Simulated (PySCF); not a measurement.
## Al(11+) (aluminium, charge +11) across methods

1s2, closed-shell 1S. Calculation: PySCF 2.14, in an even-tempered Gaussian basis (17 s from 6.2 bohr⁻², ratio 2.2; 7 p from 9.7 bohr⁻², ratio 2.4; 4 d from 29 bohr⁻², ratio 2.4; 3 f from 44 bohr⁻², ratio 2.4; 3 g from 65 bohr⁻², ratio 2.4); the spin-free X2C one-electron Hamiltonian (Gaussian nucleus).

| method | E (hartree) | mean ε 1s (eV) | Σ⟨r²⟩ (bohr²) | ⟨S²⟩ |
| --- | --- | --- | --- | --- |
| UHF | -161.32808 | -2086.9 | 0.03753 | 0.000 |
| PBE | -161.2250 | -2007.1 | 0.03777 | 0.000 |
| BLYP | -161.3236 | -2008.4 | 0.03775 | 0.000 |
| LDA | -160.4253 | -1998.6 | 0.03794 | 0.000 |
| PBE0 | -161.2624 | -2027.3 | 0.03770 | 0.000 |
| revPBE | -161.3411 | -2007.9 | 0.03774 | 0.000 |

Problem. Estimate the same row for r2SCAN.

Solution. E (hartree) = -161.3795; mean ε 1s (eV) = -2016.3; Σ⟨r²⟩ (bohr²) = 0.03763; ⟨S²⟩ = 0.000.
